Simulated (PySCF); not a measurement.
Ligand exchange on a metal centre used in film growth or etching (Cd Cl-F). Isolated molecules, 0 K electronic values unless said otherwise.

All values below come from TPSSh-D3(BJ)/def2-TZVP // TPSS-D3(BJ)/def2-SVP run with PySCF. All candidates: neutral, multiplicity 1. 

```
Item             Result
-------------  --------
LUMO           -2.78 eV
HOMO           -8.33 eV
dipole moment    0.44 D
```

Say which member has these values.
A. [Cd(Cl)2]
B. [Cd(Cl)(F)]
C. [Cd(F)2]

B, [Cd(Cl)(F)]. The others give [Cd(Cl)2]: -2.72 eV, -8.15 eV, 0.00 D; [Cd(F)2]: -2.83 eV, -8.98 eV, 0.00 D
